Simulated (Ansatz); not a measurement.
Harmonic frequencies (cm⁻¹) at PBE0-D4/def2-TZVP from Ansatz: 137, 297, 379, 424, 482, 506, 570, 667, 717, 794, 816, 996, 1067, 1167, 1267, 1395, 1913, 1913, 2677, 2932, 2946.

(1) Which molecule is it?
A. `[BH]1C[O][SnH2]1`
B. `O[Si]1(Cl)BN1`
C. `[SiH3]CS`
D. `[OH][Al]1[NH]C[NH]1`

Answers

(1) A.
